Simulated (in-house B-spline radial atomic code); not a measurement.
Computed with a B-spline radial atomic code. Model: two electrons, singlet ground state, non-relativistic, full CI in B-splines with partial waves to l = 8 (at full coupling up to 3e-4 hartree above the limit, correlation up to 0.6 % small), density held at that of full coupling by Lieb maximisation.

W(λ) is the mean repulsion in the state of coupling λ less the Hartree energy of the fixed density. Its start is exact exchange, its initial slope is twice the second-order Görling-Levy correlation energy, and its area from 0 to 1 is E_xc. A straight curve means weak, dynamic correlation, and a curve that drops fast and flattens means strong correlation.

Command:
```bash
python run_ac.py task.json out
```
Settings (lengths in bohr, energies in hartree):
```
potential              dot
strength               0.0572
lmax                   8
second                 0.7
```

Cost of the run: 77 s on 1 thread of Intel(R) Xeon(R) Processor @ 2.30GHz, with other jobs on the host.

**W = mean repulsion less Hartree energy, and W of three functionals.**

Given: confinement charge in harmonic well; well frequency 0.0572 hartree; nuclear charge 0.7; external potential omega^2 r^2/2 - Z/r.

Computed: LDA exchange minus exact 39.518 millihartree; PBE exchange minus exact 1.4227 millihartree.

```tsv
coupling	W xc (hartree)	W xc minus exchange (millihartree)	kinetic minus Kohn-Sham (millihartree)	LDA (PW92) W minus its exchange (millihartree)	PBE W minus its exchange (millihartree)	SCAN W minus its exchange (millihartree)
0	-0.29372	0	0	0	0	0
0.02	-0.2957	-1.984	0.02	-8.93	-1.69	-1.78
0.05	-0.29856	-4.845	0.12	-17.28	-4.25	-4.3
0.12	-0.30475	-11.031	0.64	-30.89	-10.03	-9.63
0.25	-0.31468	-20.961	2.46	-47.99	-19.66	-18.09
0.4	-0.32412	-30.405	5.5	-61.93	-29.09	-26.18
0.6	-0.3342	-40.481	10.5	-75.67	-39.46	-34.99
0.8	-0.34217	-48.449	16.05	-86.18	-47.98	-42.2
1	-0.3486	-54.886	21.82	-94.64	-55.12	-48.21
1.4	-0.35835	-64.629	33.4	-107.65	-66.51	-57.71
2	-0.36822	-74.5	49.97	-121.44	-78.99	-67.88
3	?	?	?	?	?	?
4.5	?	?	?	?	?	?
7	-0.39516	-101.44	152.27	-165.02	-120.07	-96.38
```

Task: What belongs in the row 3?

Result: W xc (hartree): -0.37836; W xc minus exchange (millihartree): -84.638; kinetic minus Kohn-Sham (millihartree): 74.86; LDA (PW92) W minus its exchange (millihartree): -136.62; PBE W minus its exchange (millihartree): -93.08; SCAN W minus its exchange (millihartree): -78.77.

Task: What belongs in the row 4.5?

Result: W xc (hartree): -0.38712; W xc minus exchange (millihartree): -93.405; kinetic minus Kohn-Sham (millihartree): 107.12; LDA (PW92) W minus its exchange (millihartree): -150.87; PBE W minus its exchange (millihartree): -106.54; SCAN W minus its exchange (millihartree): -88.22.

Task: What is the SCAN exchange minus exact?

Result: -2.6062 millihartree.

**Energy parts, natural occupations and partial-wave weights.**

Computed: total energy -0.1356 hartree; exchange energy -0.29372 hartree; correlation energy -0.033065 hartree; kinetic part of the DFT correlation energy 0.021821 hartree; Hartree energy 0.58744 hartree; Kohn-Sham kinetic 0.25174 hartree; Lieb Oxford ratio E_xc over LDA exchange 1.2855.

```tsv
natural	occupation of the shell (electrons)
s	1.8865
s	0.060808
p	0.050772
d	0.00091677
p	?
s	0.00021227
```

Task: What belongs in the row p?

Result: occupation of the shell (electrons): 0.00054742.

| wave | weight |
| --- | --- |
| s | 0.97376 |
| p | 0.025676 |
| d | ? |
| f | 5.5058e-05 |
| g | 1.1547e-05 |

Task: What belongs in the row d?

Result: weight: 0.00049274.

Task: What is the kinetic part over minus potential part?

Result: 0.39756.

Task: What is the initial slope twice GL2?

Result: -0.10071 hartree.

Half-way to full coupling W has made 65 % of its drop, against 50 % for a straight line, and second-order (GL2) theory, half the initial slope, overshoots the correlation energy by about 52 %: a marked bend. Over couplings 0 to 1 the errors in E_xc come to about +8.9 millihartree for LDA, +2.2 millihartree for PBE, +1.7 millihartree for SCAN, so SCAN is nearest. In LDA and SCAN the errors of exchange and correlation have opposite signs, so the sum is smaller than the larger of the two.
